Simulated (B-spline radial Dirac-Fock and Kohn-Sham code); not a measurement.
## Ionisation of each subshell: Re⁺

System: Re⁺, 1s2 2s2 2p6 3s2 3p6 3d10 4s2 4p6 4d10 4f14 5s2 5p6 5d5 6s1, inside a Watson sphere of charge -1 and radius 1.6 Å (a model of the Madelung potential; inside it an electron's potential energy is raised by 9.0 eV); nuclear rms radius 5.3698 fm (A = 187).

Calculated with a radial B-spline solver, using Dirac-Fock (average of configuration) total-energy differences with a finite nucleus, the Breit interaction including its frequency dependence, and self-energy and vacuum-polarisation corrections. Electron correlation is not included. Energies are counted from the vacuum level. Subshells whose hole state is unreliable or did not converge are left out.

All terms are in eV, carry their sign (relaxation lowers the binding energy) and add up to the binding energy; ⟨r⟩ is the mean radius of the orbital in the initial state.

```
  subshell  −ε (Koopmans)  relaxation    Breit      QED  binding energy  ⟨r⟩ (bohr)
    K (1s)        72138.3      -90.68  -239.53  -125.71         71682.4       0.018
   L1 (2s)        12645.4      -54.96   -26.86   -18.48         12545.1       0.076
L2 (2p1/2)        12073.2      -59.51   -44.50    -0.04         11969.2       0.063
L3 (2p3/2)        10630.7      -56.29   -26.81    -1.83         10545.7       0.071
   M1 (3s)         2990.5      -31.67    -4.85    -4.27          2949.7       0.196
M2 (3p1/2)         2736.3      -32.72    -8.34    -0.11          2695.2       0.187
M3 (3p3/2)         2418.3      -30.99    -4.62    -0.46          2382.3       0.202
M4 (3d3/2)         1997.4      -33.78    -3.58     0.33          1960.3       0.177
M5 (3d5/2)         1929.0      -33.16    -2.25     0.14          1893.7       0.181
   N1 (4s)          657.4      -13.91    -0.97    -1.03           641.5       0.441
N2 (4p1/2)          550.3      -13.72    -1.71    -0.01           534.9       0.446
N3 (4p3/2)          475.3      -12.59    -0.81    -0.09           461.8       0.477
N4 (4d3/2)          299.4      -12.25    -0.46     0.08           286.7       0.494
N5 (4d5/2)          285.3      -11.87    -0.18     0.04           273.3       0.505
N6 (4f5/2)          61.81      -10.77     0.12     0.05           51.21       0.569
N7 (4f7/2)          59.11      -10.56     0.22     0.04           48.82       0.577
O2 (5p1/2)          65.74       -3.46    -0.21     0.01           62.08       1.150
O3 (5p3/2)          54.18       -2.98    -0.07     0.00               ?       1.246
 O4,5 (5d)           9.86       -1.52     0.01     0.01            8.36       1.873
   P1 (6s)           7.02       -0.19    -0.01    -0.02            6.80       3.353
```

Problem. Which binding energy belongs in the row of O3 (5p3/2)?

Solution. 51.12 eV, the sum of the terms in that row (to rounding).

For the deepest level, K (1s), the Breit terms make up -0.334 % of the binding energy, QED -0.175 % and orbital relaxation -0.126 %.

Spin-orbit splittings: 2p 1423.4 eV, 3p 312.9 eV, 3d 66.58 eV, 4p 73.05 eV, 4d 13.48 eV, 4f 2.40 eV, 5p 10.96 eV.
